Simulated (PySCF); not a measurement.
## Assignment exercise: C6H12BNO

Bonds (- single, = double, # triple, : aromatic): C1-N2, N2-B3, B3-C4, B3-C5, C5:C6, C6:C7, C7:C8, C8:O9, O9:C5. C1 carries H10, H11, H12; N2 carries H13, H14; B3 carries H15; C4 carries H16, H17, H18; C6 carries H19; C7 carries H20; C8 carries H21. Formal charges: N2 +1, B3 -1. Stereochemistry as in C[NH2+][B@H-](C)c1ccco1. H13 is pro-R; H14 is pro-S.

Non-relativistic, equivalent nuclei averaged, gas phase, single conformer. Geometry from PBE0-D3(BJ)/def2-SVP; PBE/pcSseg-1 with gauge-including orbitals; PySCF.

δ = σ(ref) − σ, references computed at the same level: TMS for ¹³C (180.03 ppm), ¹H (31.20 ppm).

Question: Assign these signals to the numbered atoms. ¹³C{¹H} NMR (computed): δ 170.6 (C), 142.3 (CH), 118.7 (CH), 113.1 (CH), 32.4 (CH3), 6.7 (CH3).

Answer: 
170.6 → C5, substituted aromatic carbon next to the ring oxygen
142.3 → C8, aromatic CH next to the ring oxygen
118.7 → C6, aromatic CH
113.1 → C7, aromatic CH
32.4 → C1, methyl carbon bonded to N: pulled downfield by the heteroatom
6.7 → C4, methyl carbon bonded to B

Question: Assign these signals to the numbered atoms. ¹H NMR (400 MHz, computed): δ 7.30 (m, 1H), 6.45 (m, 1H), 6.27 (m, 1H), 3.30 (br s, 1H), 2.79 (br, 1H), 2.30 (s, 3H), 2.27 (br s, 1H), 0.02 (d, 3H).

Answer: 
```tsv
δ (ppm)	atoms	environment	reason
7.30	H21	hydrogen on an aromatic CH next to the ring oxygen	the ring current deshields protons in the ring plane
6.45	H19	hydrogen on an aromatic CH	aromatic region
6.27	H20	hydrogen on an aromatic CH	–
3.30	H13	hydrogen on a donor nitrogen of a Lewis adduct	labile proton, position sensitive to the medium
2.79	H15	hydrogen on a boron bonded to 2 C, N	–
2.30	H10/H11/H12	hydrogen on a methyl carbon bonded to N	its carbon carries N, hence the downfield position
2.27	H14	hydrogen on a donor nitrogen of a Lewis adduct	labile proton, position sensitive to the medium
0.02	H16/H17/H18	hydrogen on a methyl carbon bonded to B	–
```

H10/H11/H12 and H14 lie closer than the usual error of such a calculation, so a measured spectrum could show them in the other order.

The OH or NH signal is concentration- and solvent-dependent in practice; the value given is the gas-phase one. Hydrogens on boron are broadened and split by ¹¹B (spin 3/2, 80 %) and 10B (spin 3). A carbon bonded to boron is broadened by the quadrupolar boron nucleus and is often missing from a measured spectrum. Shifts are as computed. Against solution values, carbons near 30 ppm lie about +2 ppm off and those near 130 ppm about +2 ppm. Of 1309 compounds with measured shifts, 239 miss one by over three times the rms of a fit or turn the order of signals round; such compounds aren't used in these exercises. No couplings were computed; multiplicities are counted from neighbouring protons, with m where these are inequivalent, close in shift, in a saturated or five-membered ring or joined by F or P, and br s for small geminal =CH2 splittings.
